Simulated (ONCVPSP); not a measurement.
## An all-electron radial function and its pseudo partner (lanthanum (La))

Columns: radius, all-electron u(r) and pseudo u(r) of the 5d shell (level -14.86 eV) of lanthanum in the configuration [Kr] 4d10 5s2 5p6 5d1; LDA (Perdew-Wang 92), scalar-relativistic, ONCV scheme, ONCVPSP 4.0.1.

```tsv
r (bohr)	all-electron	pseudo
0.200	0.1823	0.0027
0.400	-0.1794	0.0208
0.600	-0.3124	0.0653
0.800	-0.1705	0.1396
1.000	0.0623	0.2392
1.200	0.2830	0.3529
1.400	0.4552	0.4659
1.600	0.5739	0.5644
1.800	0.6455	0.6379
2.000	0.6794	0.6815
2.200	0.6852	0.6954
2.400	0.6707	0.6844
2.600	0.6421	0.6550
2.800	0.6043	0.6139
3.000	0.5611	0.5670
3.200	0.5153	0.5182
3.400	0.4689	0.4700
3.600	0.4233	0.4235
3.800	0.3795	0.3795
4.000	0.3383	0.3383
4.200	0.2999	0.2999
4.400	0.2647	0.2647
4.600	0.2326	0.2326
4.800	0.2037	0.2037
5.000	0.1777	0.1777
5.200	0.1546	0.1546
```

(1) How many radial nodes do the two functions have?

(2) At about which radius was the pseudo-wave matched?

(3) Where does each function peak?

(4) Is the pseudo-wave norm-conserving?

Results:

(1) The all-electron 5d function has n − l − 1 = 2; the pseudo-wave has 0, since the states of the same l below it are removed with the core.

(2) 4.00 bohr. The columns agree to 0.0005 from 3.60 bohr on; several derivatives are matched, so the curves merge somewhat inside the radius.

(3) Outermost all-electron maximum near 2.20 bohr, pseudo maximum near 2.20 bohr (to the table’s step).

(4) Yes: the ONCV scheme keeps the norm inside the radius equal to the all-electron one, which fixes the energy derivative of the logarithmic derivative at the level.
